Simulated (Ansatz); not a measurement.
System: C$_{3}$H$_{7}$Si, net charge -1, singlet state. It need not be the lowest isomer of its formula. Whether it binds its extra electron was not tested at this geometry. 
Geometry from a B3LYP-D3(BJ)/def2-TZVP (Ansatz, an electronic-structure program) optimisation:
SMILES: C([CH-][SiH3])=C
```xyz
11

C     -2.4565    -0.5381     0.0904
C     -1.2165     0.0460     0.0922
C      0.0576    -0.4948    -0.1883
Si     1.5925     0.4054    -0.0107
H     -2.5906    -1.5926    -0.1340
H     -3.3489     0.0398     0.2994
H     -1.2153     1.1119     0.3418
H      0.0998    -1.5533    -0.4485
H      2.6098     0.1526    -1.0984
H      2.4720     0.1959     1.2140
H      1.3705     1.8911     0.0100
```
Charge -1, spin multiplicity 1.

Parts of the frozen-core correlation energy in cc-pwCVTZ (Ansatz, hartree). Frozen orbitals: 8; correlated occupied orbitals by spin: 12 and 12; virtual: 266 and 266. No spin-orbit coupling. Non-relativistic.

```csv
term,value
reference (HF),-406.60649
MP2 opposite-spin,?
MP2 same-spin,?
CCSD correlation,?
(T),-0.03213
T1 diagnostic,0.014
largest doubles amplitude,0.041
```

### Question
Some entries are withheld; supply them.

### Answer

- MP2 opposite-spin, value: -0.51249
- MP2 same-spin, value: -0.14241
- CCSD correlation, value: -0.69651
